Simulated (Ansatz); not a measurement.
C2H8BNSi can be A, `B[SiH](C)N=C`, or B, `CN1B[SiH]1C`.

Gas-phase electronic energies from Ansatz, PBE0-D4/def2-TZVP geometries. CCSD(T)/CBS is the MP2 limit (def2-TZVPP, def2-QZVPP) plus CCSD(T) − MP2 in def2-TZVPP, frozen cores. Functionals use def2-TZVPP. B3LYP here is the variant with VWN-RPA as its local correlation; programs differ in this. One conformer a species, not always the lowest.

Which is lower in electronic energy at CCSD(T)/CBS, and by how much? (An estimate is asked.)

The calculation gave: B, by 29.4 kcal/mol.

Give E(B) − E(A) in kcal/mol with B2PLYP, MP2/def2-TZVPP, B3LYP, PBE0-D4, B3LYP-D4, CCSD/def2-TZVPP, CCSD(T)/def2-TZVPP. (An estimate is asked.)

The calculation gave: B2PLYP -28.8, MP2/def2-TZVPP -32.0, B3LYP -28.0, PBE0-D4 -33.7, B3LYP-D4 -28.0, CCSD/def2-TZVPP -27.5, CCSD(T)/def2-TZVPP -28.6. None reverses the order clearly.

Largest T1 diagnostic: 0.013.

In def2-TZVPP, CCSD(T) changes the Hartree–Fock value by −9.9 kcal/mol (the triples alone add −1.1 kcal/mol) and MP2 by −13.4 kcal/mol.
